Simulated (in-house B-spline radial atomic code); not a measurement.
Results of a calculation; reference values are marked as such.
**Weak and strong correlation along the adiabatic connection**

Two-electron singlets in several external potentials (atomic units), by full CI in B-splines with partial waves to l = 8 (correlation energies up to 0.6 % small). The repulsion is scaled by λ at fixed density; W(λ) is the mean repulsion less the Hartree energy, W(0) = E_x, and the area under W from 0 to 1 is E_xc.

Relative drop (W(λ) − E_x)/E_x:

```csv
system,λ = 0.12,λ = 0.25,λ = 0.4,λ = 0.6,λ = 0.8,λ = 1
"−Z/r, Z = 1.75",0.0131,0.0264,0.0406,0.0581,0.0740,0.0885
"−Z/r, Z = 3, wall at 1.4 bohr",0.0058,0.0120,0.0188,0.0275,0.0359,0.0438
"ω²r²/2 − Z/r, ω = 2.33, Z = 0.3",0.0095,0.0193,0.0300,0.0433,0.0558,0.0673
"−Z exp(−kr)/r, Z = 7.67, k = 1.95",0.0026,0.0054,0.0085,0.0127,0.0167,0.0207
"ω²r²/2 − Z/r, ω = 0.0535, Z = 0.7",0.0387,0.0734,0.1062,0.1411,0.1685,0.1905
"ω²r²/2 − Z/r, ω = 0.105, Z = 0.3",0.0401,0.0750,0.1074,0.1410,0.1670,0.1878
"ω²r²/2 − Z/r, ω = 0.0771, Z = 1",0.0256,0.0500,0.0746,0.1027,0.1264,0.1466
```

Order the systems by how far second-order (GL2) theory, half the initial slope (estimated from the first points of each curve), overshoots the correlation energy, least first.
A. ω²r²/2 − Z/r, ω = 0.0771, Z = 1
B. −Z/r, Z = 1.75
C. −Z exp(−kr)/r, Z = 7.67, k = 1.95
D. −Z/r, Z = 3, wall at 1.4 bohr
E. ω²r²/2 − Z/r, ω = 0.105, Z = 0.3
F. ω²r²/2 − Z/r, ω = 0.0535, Z = 0.7
G. ω²r²/2 − Z/r, ω = 2.33, Z = 0.3

C (GL2/E_c = 1.04), D (GL2/E_c = 1.08), G (GL2/E_c = 1.13), B (GL2/E_c = 1.18), A (GL2/E_c = 1.35), F (GL2/E_c = 1.54), E (GL2/E_c = 1.61).

What else changes along this order?

The ratio follows the bend of the curve. With it the leading natural occupation goes from 1.999 to 1.876 and −T_c/E_c from 0.97 to 0.63 between the first and the last.
